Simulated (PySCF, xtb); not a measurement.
TiCl3I, SMILES [Cl][Ti]([Cl])([Cl])[I], multiplicity 1.

GFN2-xTB (xtb) at its own geometry gives an orbital gap of 2.54 eV and a dipole moment of 4.67 D.

Coordinates come from a B3LYP-D3(BJ)/def2-SVP optimisation. The multiplicity is an assumed one; no other spin state was optimised. The structure was generated by enumeration; whether it is a known compound was not checked. The def2 effective core potentials stand for the cores of I; spin–orbit coupling is left out.

Question: What does B3LYP/def2-TZVP in PySCF give? (An estimate is asked for; the answer gives what the named calculation found.)

Answer: gap 4.15 eV (levels -8.11 and -3.96 eV), dipole 0.54 D.
